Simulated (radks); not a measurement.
Results of a calculation; reference values are marked as such.
The cobalt ion Co+, 26 electrons, occupied as [Ne] 3s2 3p5 3d8 4s1 (not the ground configuration). Code: a radial shooting solver on a logarithmic mesh with Libxc functionals. Model: non-relativistic Kohn-Sham, r2SCAN, spin-polarised, spherical densities, point nucleus; open shells are filled with parallel spins first; meta-GGA in the generalised Kohn-Sham scheme.

Unscreened Slater integrals over Kohn-Sham orbitals (cm^-1). They are taken over the spin-up orbitals. Empty in this configuration: 4p.

integral,value
"F0(4s,4s)",76245
"F0(4s,3d)",96218
"G2(4s,3d)",11015
"F0(4s,3p)",98187
"G1(4s,3p)",5565.6
"F0(4s,3s)",98513
"G0(4s,3s)",4009.7
"F0(4s,4p)",69562
"G1(4s,4p)",46394
"F0(3d,3d)",204120
"F2(3d,3d)",93569
"F4(3d,3d)",58061
"F0(3d,3p)",221460
"F2(3d,3p)",104130
"G1(3d,3p)",128830
"G3(3d,3p)",78033
"F0(3d,3s)",225650
"G2(3d,3s)",97490
"F0(3d,4p)",82647
"F2(3d,4p)",17584
"G1(3d,4p)",7642.8
"G3(3d,4p)",6224.9
"F0(3p,3p)",243460
"F2(3p,3p)",121950
"F0(3p,3s)",248360
"G1(3p,3s)",164670
"F0(3p,4p)",83930
"F2(3p,4p)",13944
"G0(3p,4p)",3332.3
"G2(3p,4p)",3782.8
"F0(3s,3s)",253700
"F0(3s,4p)",84144
"G1(3s,4p)",3777.3
"F0(4p,4p)",64632
"F2(4p,4p)",34528

Derived for the open shells (J is the average intra-shell exchange parameter used in DFT+U). 3p: J = F2/5 = 24390 cm^-1. 3d: Racah B = F2/49 - 5 F4/441 = 1251 cm^-1, C = 35 F4/441 = 4608 cm^-1, C/B = 3.68, F4/F2 = 0.621, J = (F2 + F4)/14 = 10830 cm^-1.
